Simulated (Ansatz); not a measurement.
Basis sets compared for B₃P₃H₁₂, a cluster cut from wurtzite BP (hydrogen-capped). Charge 0, multiplicity 1. Geometry r2SCAN-D4/def2-SVP. Ansatz on 4 threads of Arm Neoverse V1 on a shared host; times are rough, and most runs start from earlier orbitals.

Cartesian coordinates in Å:
```
B -1.0393 -1.6459 0.1571
B 1.0511 0.2581 -1.6256
B 0.6552 0.8221 1.6463
P -0.5805 -0.8024 -1.5377
P -0.9513 -0.2744 1.5377
P 1.0142 1.5156 -0.1383
H -0.5194 -1.8048 -2.5367
H -1.6836 -0.0550 -2.0330
H -2.1390 -2.1602 0.1130
H -0.1249 -2.4144 0.3990
H -2.1093 0.5486 1.4912
H -1.1613 -0.8896 2.7962
H 1.1486 0.8342 -2.6906
H 1.9591 -0.5163 -1.3782
H 0.1446 2.6014 -0.4308
H 2.2463 2.2138 -0.1095
H 1.5653 0.0482 1.8870
H 0.5243 1.7210 2.4528
```

Binding counts from free atoms (B doublet, P quartet, H doublet) in the same basis, without a counterpoise term.

| level | functions | energy (Eh) | HOMO (eV) | LUMO (eV) | binding per atom (eV) | wall time |
| --- | --- | --- | --- | --- | --- | --- |
| PBE-D4/def2-SVP | 156 | -1104.8864 | -6.81 | -1.11 | 3.32 | 2.1 s |
| PBE0-D4/def2-SVP | 156 | -1105.0190 | -8.03 | -0.29 | 3.30 | 2.7 s |

(1) Estimate the rows for PBE-D4/def2-TZVP (with forces), PBE0-D4/def2-TZVP.

## Answers

(1) 
| level | functions | energy (Eh) | HOMO (eV) | LUMO (eV) | binding per atom (eV) | wall time |
| --- | --- | --- | --- | --- | --- | --- |
| PBE-D4/def2-TZVP (with forces) | 276 | -1105.3279 | -6.90 | -1.47 | 3.32 | 4.9 s |
| PBE0-D4/def2-TZVP | 276 | -1105.4526 | -8.05 | -0.65 | 3.30 | 8 s |
